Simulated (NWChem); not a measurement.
# CH2N cation; SMILES C#[NH+]

All runs: NWChem. Pople sets run with spherical d functions. Coordinates come from a PBE0-D3(BJ)/def2-TZVP optimisation. Level: B3LYP/6-31G* with SMD (1 M gas to 1 M solution), gas-phase geometry. Reactions with the solvent are ignored.

| solvent | dielectric constant | solvation free energy (kcal/mol) | cavity-dispersion-structure term (kcal/mol) |
|---|---|---|---|
| water | 78.4 | -73.0 | 5.4 |
| 1,4-dioxane | 2.21 | -41.1 | 2.3 |
| dimethyl sulfoxide | 46.8 | -74.8 | 2.9 |
| acetonitrile | 35.7 | -75.1 | 2.1 |
| benzene | 2.27 | (withheld) | (withheld) |
| 1-octanol | 9.86 | -68.0 | 3.3 |

Question: Complete the blanks.

Answer: 
- benzene, solvation free energy (kcal/mol): -43.0
- benzene, cavity-dispersion-structure term (kcal/mol): 1.4
